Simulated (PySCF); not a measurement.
An excited-state job on `[F][Cu-]([F])([F])[F]` ([CuF4]-).

Method: TDDFT wB97X-D/def2-SVPD, vertical, gas phase, core orbitals frozen in the response (PySCF 2.14.0, density-fitted response routines). Geometry: PBE0-D3(BJ)/def2-SVP. The input is one job of a driver script: a line of settings, then coordinates in Å.

Input:
```
{"job": {"kind": "uv", "xc": "wB97X-D", "basis": "def2-SVPD", "ip": false, "nstates": 15}, "charge": -1, "multiplicity": 1}
Cu     0.000290     0.000290     0.000006
F      1.762685    -0.003577     0.001718
F     -0.001046     1.762687     0.002831
F     -1.762094     0.002703    -0.001699
F      0.000175    -1.762102    -0.002857
```

Problem. What does the run print?

Solution. 
```
coarse grid: 28640 points
cycle   1  E = -2037.9794273340  dE =  5.942e-01  |g| = 3.181e+00  |ddm| = 2.271e+00
cycle   2  E = -2035.6654038258  dE =  2.314e+00  |g| = 4.373e+00  |ddm| = 4.244e+00
cycle   3  E = -2039.2635100788  dE = -3.598e+00  |g| = 8.812e-01  |ddm| = 3.526e+00
cycle   4  E = -2039.3920316713  dE = -1.285e-01  |g| = 2.656e-01  |ddm| = 6.237e-01
cycle   5  E = -2039.3967356177  dE = -4.704e-03  |g| = 2.203e-01  |ddm| = 1.535e-01
cycle   6  E = -2039.4017655261  dE = -5.030e-03  |g| = 1.059e-01  |ddm| = 6.473e-02
cycle   7  E = -2039.4032526176  dE = -1.487e-03  |g| = 1.706e-02  |ddm| = 5.619e-02
cycle   8  E = -2039.4032945828  dE = -4.197e-05  |g| = 3.114e-03  |ddm| = 9.852e-03
cycle   9  E = -2039.4032961396  dE = -1.557e-06  |g| = 2.612e-04  |ddm| = 2.262e-03
final grid: 59456 points
cycle  10  E = -2039.4026877969  dE = -1.041e-06  |g| = 1.929e-03  |ddm| = 4.883e-03
cycle  11  E = -2039.4026864079  dE =  1.389e-06  |g| = 3.656e-03  |ddm| = 2.482e-03
cycle  12  E = -2039.4026882895  dE = -1.882e-06  |g| = 6.499e-04  |ddm| = 1.907e-03
cycle  13  E = -2039.4026883406  dE = -5.106e-08  |g| = 1.671e-04  |ddm| = 2.487e-04
cycle  14  E = -2039.4026883452  dE = -4.628e-09  |g| = 2.845e-05  |ddm| = 1.315e-04
cycle  15  E = -2039.4026883453  dE = -1.464e-10  |g| = 1.277e-05  |ddm| = 2.313e-05
converged SCF energy = -2039.4026883453

Static polarisability (au): isotropic 42.428, principal 25.406 50.876 51.002

Singlet excitations
state   eV       nm        f      main configurations
  1   2.2295    556.1   0.00000   H-2->L 0.89, H-12->L 0.11
  2   2.2304    555.9   0.00000   H-1->L 0.89, H-11->L 0.11
  3   2.2621    548.1   0.00000   H-6->L 0.87, H-15->L 0.13
  4   2.5330    489.5   0.00000   H->L 1.00
  5   3.1025    399.6   0.00000   H-8->L 0.82, H-13->L 0.17
  6   3.3008    375.6   0.00026   H-5->L 1.00
  7   3.3864    366.1   0.01181   H-3->L 0.88, H-9->L 0.12
  8   3.3966    365.0   0.01180   H-4->L 0.88, H-10->L 0.12
  9   4.1709    297.3   0.00000   H-7->L 1.00
 10   5.0190    247.0   0.00000   H-11->L 0.89, H-1->L 0.11
 11   5.0231    246.8   0.00000   H-12->L 0.89, H-2->L 0.11
 12   5.8590    211.6   0.32983   H-9->L 0.84, H-3->L 0.11
 13   5.8632    211.5   0.32900   H-10->L 0.84, H-4->L 0.11
 14   5.9365    208.9   0.00011   H-15->L 0.87, H-6->L 0.13
 15   7.0702    175.4   0.00000   H-13->L 0.79, H-8->L 0.16

Triplet excitations (Tamm-Dancoff, eV): 1.4466 1.4479 1.7265 1.8181
```

The SCF starts on a coarse grid where the log names one; the energy can jump when the final grid takes over, and dE then counts from the start density on the new grid. H and L stand for HOMO and LUMO; the number after each pair is its weight.

Problem. How does the lowest singlet excitation compare with the HOMO–LUMO gap?

Solution. HOMO -6.82 eV and LUMO 1.35 eV give a gap of 8.17 eV; S1 at 2.23 eV lies 5.94 eV below it.

Problem. Give S1 in cm⁻¹ and kJ/mol.

Solution. 2.2295 eV × 8065.54 = 17982 cm⁻¹; × 96.485 = 215.1 kJ/mol.

Summary of the converged run: HOMO -6.82 eV, LUMO 1.35 eV; lowest singlet 2.23 eV; lowest triplet 1.45 eV (Tamm–Dancoff); mean polarisability 42.4 au.

Problem. How long does this job take on an x86-64 server with one thread, no GPU, shared host?

Solution. About 12 s.
Labels such as C1 count atoms from 1, the log's own numbers from 0.

wB97X-D is run here without its empirical dispersion term; that term would change no orbital, density or response property at a fixed geometry.
